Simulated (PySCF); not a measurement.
**Correlation energy of Re (rhenium, neutral)**

[Xe] 4f14 5d7, high-spin 4F determinant (an excited configuration). Computed with PySCF 2.14 in def2-QZVPPD with the def2 core potential (60 electrons) (7s6p4d4f2g, 91 functions), with scalar relativity through the core potential. Frozen: 5s2 5p6; 7 electrons correlated.

| level | correlation energy (mhartree) |
| --- | --- |
| CCSD | -175.21 |
| (T) | -25.89 |
| CCSD(T) | -201.10 |

Diagnostics: T1 = 0.0078, D1 = 0.0136, largest double amplitude 0.160.

Spin-orbit coupling, absent here, splits the open shell strongly. A double-excitation amplitude exceeds 0.15, a sign of near-degeneracy.

Cost of the coupled-cluster step: of the order of 60 core-seconds, for 7 correlated electrons.
